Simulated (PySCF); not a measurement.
Two species compared at the same levels of theory.

First species: C4H12Si2.
Atom-mapped SMILES: `[CH3:1][C@@H:2]1[CH2:3][CH2:4][SiH2:5][SiH2:6]1` (hydrogens: H7, H8, H9 on C1; H10 on C2; H11, H12 on C3; H13, H14 on C4; H15, H16 on Si5; H17, H18 on Si6)

Second species: C4H12Si2.
Atom-mapped SMILES: `[CH2:1]=[C:2]([CH3:3])[SiH2:4][CH2:5][SiH3:6]` (hydrogens: H7, H8 on C1; H9, H10, H11 on C3; H12, H13 on Si4; H14, H15 on C5; H16, H17, H18 on Si6)

Cartesian coordinates in Å at the GFN2-xTB level; atoms count from 1:
```xyz
18
C4H12Si2 angstrom
C     -1.4886    1.3426    1.1618
C     -1.2412    0.2279    0.4886
C     -2.0176   -0.1130   -0.7476
Si     0.1050   -0.9896    1.0141
C      1.4508   -1.0629   -0.3306
Si     2.2286    0.6071   -0.7940
H     -2.2516    2.0446    0.8566
H     -0.9393    1.6031    2.0509
H     -1.3480   -0.1784   -1.6048
H     -2.7802    0.6354   -0.9577
H     -2.5007   -1.0829   -0.6324
H      0.6861   -0.5625    2.2917
H     -0.4937   -2.3261    1.1783
H      2.2385   -1.7369    0.0060
H      1.0317   -1.5197   -1.2279
H      3.2549    0.3967   -1.8222
H      2.8506    1.2114    0.3855
H      1.2058    1.5095   -1.3281
```

Levels: PBE0/def2-SVPD for HOMO energy, LUMO energy, HOMO–LUMO gap and static isotropic polarisability; TDDFT PBE0/def2-SVPD for lowest singlet excitation; TDA PBE0/def2-SVPD for lowest triplet excitation (Tamm–Dancoff). Geometries: GFN2-xTB. Each structure is a single optimised conformer of the isolated species, non-relativistic unless stated. Electronic properties by PySCF.

The conformers computed, where there is a choice (atom-mapped SMILES and torsion angles):
- `[CH2:1]=[C:2]([CH3:3])[SiH2:4][CH2:5][SiH3:6]`: C1–C2–Si4–C5 -116°, C2–Si4–C5–Si6 55°

The conformers of `C[C@@H]1CC[SiH2][SiH2]1` aren't listed.

```json
{"property": "HOMO energy", "column X": "-7.53 eV", "column Y": "-7.48 eV"}
{"property": "LUMO energy", "column X": "-0.18 eV", "column Y": "0.04 eV"}
{"property": "HOMO–LUMO gap", "column X": "7.35 eV", "column Y": "7.52 eV"}
{"property": "lowest singlet excitation", "column X": "6.68 eV", "column Y": "6.25 eV"}
{"property": "lowest triplet excitation (Tamm–Dancoff)", "column X": "4.26 eV", "column Y": "5.65 eV"}
{"property": "static isotropic polarisability", "column X": "102.7 au", "column Y": "102.4 au"}
```

(1) Which column belongs to which species?

(2) How does each property change from the first species to the second?

Answers

(1) Column X is the second species and column Y the first. The first has 18 atoms and 64 electrons, the second 18 and 64.

(2) HOMO energy -0.05 eV; LUMO energy -0.22 eV; HOMO–LUMO gap -0.17 eV; lowest singlet excitation +0.43 eV; lowest triplet excitation (Tamm–Dancoff) -1.39 eV; static isotropic polarisability +0.3 au.

On the first: No computed singlet falls in the visible range (750 to 380 nm, 1.65 to 3.26 eV); S1 lies 2.99 eV above its blue end. The principal polarisabilities are 85.1, 104.8 and 117.3 au; their mean is the isotropic value.

On the second: The vertical singlet–triplet gap S1 − T1 is 2.42 eV (TDDFT singlet less Tamm–Dancoff triplet; S1: HOMO−1→LUMO, weight 0.91; T1: HOMO→LUMO, weight 0.85). No computed singlet falls in the visible range (750 to 380 nm, 1.65 to 3.26 eV); S1 lies 3.42 eV above its blue end.
